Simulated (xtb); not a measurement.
xtb input (GFN2-xTB):

```bash
xtb mol.xyz --gfn 2 --sp --chrg 0 --uhf 0
```
mol.xyz:
```
2

B     -0.00000000    -0.00000000    -2.21817101
I      0.00000000     0.00000000     0.20926142
```

End of the output:

```
         :::::::::::::::::::::::::::::::::::::::::::::::::::::
         ::                     SUMMARY                     ::
         :::::::::::::::::::::::::::::::::::::::::::::::::::::
         :: total energy              -4.897324844991 Eh    ::
         :: gradient norm              0.102655598151 Eh/a0 ::
         :: HOMO-LUMO gap              1.643860657452 eV    ::
         ::.................................................::
         :: SCC energy                -4.898218133939 Eh    ::
         :: -> isotropic ES            0.007650669761 Eh    ::
         :: -> anisotropic ES         -0.001295317277 Eh    ::
         :: -> anisotropic XC         -0.006346339717 Eh    ::
         :: -> dispersion             -0.000797183642 Eh    ::
         :: repulsion energy           0.000893288948 Eh    ::
         :: add. restraining           0.000000000000 Eh    ::
         :: total charge              -0.000000000000 e     ::
         :::::::::::::::::::::::::::::::::::::::::::::::::::::

           -------------------------------------------------
          |                Property Printout                |
           -------------------------------------------------

    * Orbital Energies and Occupations

         #    Occupation            Energy/Eh            Energy/eV
      -------------------------------------------------------------
         1        2.0000           -0.7339136             -19.9708
         2        2.0000           -0.4584534             -12.4752
         3        2.0000           -0.4211785             -11.4609
         4        2.0000           -0.4211785             -11.4609
         5        2.0000           -0.3845096             -10.4630 (HOMO)
         6                         -0.3240989              -8.8192 (LUMO)
         7                         -0.3240989              -8.8192
         8                         -0.1986864              -5.4065
         9                          0.0245631               0.6684
        10                          0.0245631               0.6684
        11                          0.0544916               1.4828
        12                          0.0544916               1.4828
        13                          0.2731920               7.4339
      -------------------------------------------------------------
Note: The following floating-point exceptions are signalling: IEEE_DENORMAL
normal termination of xtb
                  HL-Gap            0.0604108 Eh            1.6439 eV
             Fermi-level           -0.3546295 Eh           -9.6500 eV

     #   Z          covCN         q      C6AA      α(0)
     1   5 B        0.816     0.194    57.854    16.003
     2  53 I        0.816    -0.194   386.079    33.920

 Mol. C6AA /au·bohr⁶  :        737.670868
 Mol. C8AA /au·bohr⁸  :      55536.662848
 Mol. α(0) /au        :         49.923715

Wiberg/Mayer (AO) data.
largest (>0.10) Wiberg bond orders for each atom

 ---------------------------------------------------------------------------
     #   Z sym  total        # sym  WBO       # sym  WBO       # sym  WBO
 ---------------------------------------------------------------------------
     1   5 B    1.351 --     2 I    1.351
     2  53 I    1.351 --     1 B    1.351
 ---------------------------------------------------------------------------

Topologies differ in total number of bonds
Writing topology from bond orders to xtbtopo.mol

molecular dipole:
                 x           y           z       tot (Debye)
 q only:        0.000       0.000      -0.889
   full:       -0.000       0.000       0.202       0.514
molecular quadrupole (traceless):
                xx          xy          yy          xz          yz          zz
 q only:       -1.687       0.000      -1.687       0.000       0.000       3.373
  q+dip:        1.741       0.000       1.741       0.000       0.000      -3.482
   full:        2.756      -0.000       2.756       0.000       0.000      -5.513

           -------------------------------------------------
          | TOTAL ENERGY               -4.897324844991 Eh   |
          | GRADIENT NORM               0.102655598151 Eh/α |
          | HOMO-LUMO GAP               1.643860657452 eV   |
           -------------------------------------------------

------------------------------------------------------------------------
------------------------------------------------------------------------
 total:
 SCF:
```

This state (charge 0, singlet) is run at the relaxed geometry of the species with charge -1 and multiplicity 2.
